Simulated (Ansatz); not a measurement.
`CCB(F)Br` + H₂O → `CCB(O)Br` + H–F at 298.15 K and 1 bar (formal hydrolysis of a B–F bond).

Computed with Ansatz on PBE0-D4/def2-TZVP structures; ΔE is electronic, products minus reactants. CCSD(T)/CBS adds triple-zeta CCSD(T) − MP2 to the extrapolated MP2 energy (def2 sets, frozen cores). This one scheme is used for every species. For Br outer-core shells are correlated without core-valence functions, which leaves a few kJ/mol of doubt a bond. Scalar relativity is left out up to krypton. One conformer a species, not always the lowest.

```tsv
species	CCSD(T)/CBS energy (Eh)	H − E (kJ/mol)	S (J/(mol·K))
`CCB(F)Br`	-2777.13014	210.8	347.9
H₂O	-76.37941	66.4	188.7
`CCB(O)Br`	-2753.11054	244.3	351.8
H–F	-100.39570	33.5	173.6
```

H − E and S are ideal-gas, rigid-rotor, harmonic terms from PBE0-D4/def2-TZVP, for one conformer and one mirror image of each species. 1 Eh = 2625.50 kJ/mol, R = 8.31446 J/(mol·K).

Task: By hand: ΔE, ΔH, ΔS and ΔG.

Result: ΔE = (-2753.11054) + (-100.39570) − (-2777.13014) − (-76.37941) = 0.00331 Eh = 8.7 kJ/mol. Δ(H − E) = 244.3 + 33.5 − 210.8 − 66.4 = 0.6, so ΔH = 9.3 kJ/mol. ΔS = 351.8 + 173.6 − 347.9 − 188.7 = -11.2 J/(mol·K). ΔG = 9.3 − 298.15 × (-11.2)/1000 = 12.6 kJ/mol.

Task: By hand: the equilibrium constant, and the temperature at which ΔG would vanish if ΔH and ΔS stayed fixed.

Result: log₁₀ K = −ΔG/(RT ln 10) = -2.2. ΔH and −TΔS have one sign here, so there is no such temperature.

TΔS isn't small against ΔH here. A doubt of 5 kJ/mol in ΔE shifts log₁₀ K by 0.9 here. Other conformers and mirror images would add mixing entropy, several J/(mol·K) or more a flexible species. Modes under 60 cm⁻¹, often nearly free rotors, make the harmonic entropy too high. These are equilibria of isolated gas molecules and say nothing of rates. Largest T1 diagnostic: 0.010 (customary marks: 0.02 for closed shells, 0.045 for open ones).

ΔS is within the doubt of such terms, so its sign, and with it that verdict, could turn.
